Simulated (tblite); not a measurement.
C3H8F2Ge.
Numbering: `[CH3:1][GeH2:2][CH2:3][CH:4]([F:5])[F:6]` (hydrogens: H7, H8, H9 on C1; H10, H11 on Ge2; H12, H13 on C3; H14 on C4)

Computed with GFN2-xTB (tblite), gas phase: L-BFGS steps from a force-field or distance-geometry start until the largest atomic force falls under 0.01 eV/Å.

At the end of the run (lengths in Å): Ge2–C3 1.994, Ge2–H10 1.498, Ge2–H11 1.507, C3–H13 1.088, C4–F5 1.358, C1–H8 1.086, C1–H7 1.087, Ge2–C3–C4 108.2°, F5–C4–F6 105.3°, C1–Ge2–C3 111.6°, C3–C4–F5 110.0°, C1–Ge2–C3–C4 75°, Ge2–C3–C4–F5 60°, H7–C1–Ge2–C3 175°, H10–Ge2–C1–H7 -62°.

Task: These geometries were met on the way; a selection of coordinates is given. Order them by energy above the end point, lowest first.
A. Ge2–C3 1.986, Ge2–H10 1.499, Ge2–H11 1.513, C3–H13 1.089, C4–F5 1.360, C1–H8 1.087, C1–H7 1.091, Ge2–C3–C4 115.6°, F5–C4–F6 105.1°, C1–Ge2–C3 116.2°, C3–C4–F5 110.2°, C1–Ge2–C3–C4 83°, Ge2–C3–C4–F5 56°, H7–C1–Ge2–C3 146°, H10–Ge2–C1–H7 -86°
B. Ge2–C3 1.995, Ge2–H10 1.500, Ge2–H11 1.511, C3–H13 1.081, C4–F5 1.351, C1–H8 1.079, C1–H7 1.078, Ge2–C3–C4 116.1°, F5–C4–F6 107.0°, C1–Ge2–C3 113.9°, C3–C4–F5 111.7°, C1–Ge2–C3–C4 84°, Ge2–C3–C4–F5 57°, H7–C1–Ge2–C3 146°, H10–Ge2–C1–H7 -88°
C. Ge2–C3 1.996, Ge2–H10 1.510, Ge2–H11 1.515, C3–H13 1.087, C4–F5 1.358, C1–H8 1.088, C1–H7 1.088, Ge2–C3–C4 109.9°, F5–C4–F6 105.1°, C1–Ge2–C3 114.7°, C3–C4–F5 110.1°, C1–Ge2–C3–C4 83°, Ge2–C3–C4–F5 56°, H7–C1–Ge2–C3 146°, H10–Ge2–C1–H7 -86°
D. Ge2–C3 1.906, Ge2–H10 1.567, Ge2–H11 1.562, C3–H13 1.141, C4–F5 1.410, C1–H8 1.125, C1–H7 1.124, Ge2–C3–C4 116.2°, F5–C4–F6 110.4°, C1–Ge2–C3 114.5°, C3–C4–F5 113.0°, C1–Ge2–C3–C4 85°, Ge2–C3–C4–F5 59°, H7–C1–Ge2–C3 147°, H10–Ge2–C1–H7 -85°
E. Ge2–C3 1.953, Ge2–H10 1.540, Ge2–H11 1.542, C3–H13 1.099, C4–F5 1.381, C1–H8 1.098, C1–H7 1.097, Ge2–C3–C4 115.4°, F5–C4–F6 109.8°, C1–Ge2–C3 114.4°, C3–C4–F5 112.4°, C1–Ge2–C3–C4 85°, Ge2–C3–C4–F5 58°, H7–C1–Ge2–C3 147°, H10–Ge2–C1–H7 -86°

Result: C (0.057 eV), A (0.098 eV), B (0.166 eV), E (0.279 eV), D (0.505 eV).

| step | E above end (eV) | rms distance from the end, all atoms (Å) | largest force (eV/Å) | rms shift of all bonds from the end (Å) |
| --- | --- | --- | --- | --- |
| 18 | 0.057 | 0.245 | 0.196 | 0.007 |
| 8 | 0.098 | 0.298 | 0.269 | 0.004 |
| 3 | 0.166 | 0.311 | 0.600 | 0.006 |
| 1 | 0.279 | 0.317 | 1.095 | 0.021 |
| 0 | 0.505 | 0.320 | 2.024 | 0.044 |

Rows stand in the order of the answer.
